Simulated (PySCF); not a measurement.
PySCF job for Ge(H)2(F)(NH2) (FGeH₄N), SMILES [NH2][GeH2][F], IEF-PCM-ωB97X/def2-SVP. Geometry: PBE0-D3(BJ)/def2-TZVP. The values are those of a single conformer.

```python
import numpy as np
from pyscf import gto, scf, dft
from pyscf.solvent import pcm

mol = gto.M(
    atom='''
    Ge   -0.33346985   -0.05326771   -0.00000000
    N     0.49535819    1.55765192   -0.00000000
    F     0.82104840   -1.37040637   -0.00000000
    H    -1.12407858   -0.21453023   -1.30027746
    H    -1.12407858   -0.21453023    1.30027747
    H     1.03112471    1.78186053    0.82554101
    H     1.03112470    1.78186054   -0.82554100
    ''',
    basis='def2-SVP',
    charge=0,
    spin=0,
    max_memory=1600,
    verbose=3,
)
mf = dft.RKS(mol, xc='wb97x').density_fit(auxbasis='def2-universal-jkfit')
mf.grids.level = 3
mf.conv_tol = 1e-9
mf.max_cycle = 100
mf.kernel()
res = {}
for name, eps in {'water': 78.355, 'tetrahydrofuran': 7.4257, '2-propanol': 19.264}.items():
    s = mf.PCM()
    s.with_solvent.method, s.with_solvent.eps, s.with_solvent.lebedev_order = 'IEF-PCM', eps, 29
    s.kernel(mf.make_rdm1())
    res[name] = (s.e_tot, eps, s.dip_moment(), s.mo_energy, s.converged)
    print(f'{name}: electrostatic solvation free energy {(s.e_tot - mf.e_tot) * 627.509474:.3f} kcal/mol')
```

It prints:

```
converged SCF energy = -2233.67151256341

WARN: PCM is an experimental feature. It is still in testing.
Features and APIs may be changed in the future.

converged SCF energy = -2233.68001373973
Dipole moment(X, Y, Z, Debye): -0.18251,  2.00574, -0.00000
water: electrostatic solvation free energy -5.335 kcal/mol

WARN: PCM is an experimental feature. It is still in testing.
Features and APIs may be changed in the future.

converged SCF energy = -2233.67848494661
Dipole moment(X, Y, Z, Debye): -0.18548,  1.95861, -0.00000
tetrahydrofuran: electrostatic solvation free energy -4.375 kcal/mol

WARN: PCM is an experimental feature. It is still in testing.
Features and APIs may be changed in the future.

converged SCF energy = -2233.67949980064
Dipole moment(X, Y, Z, Debye): -0.18374,  1.99025, -0.00000
2-propanol: electrostatic solvation free energy -5.012 kcal/mol
```

Self-consistency was reached.
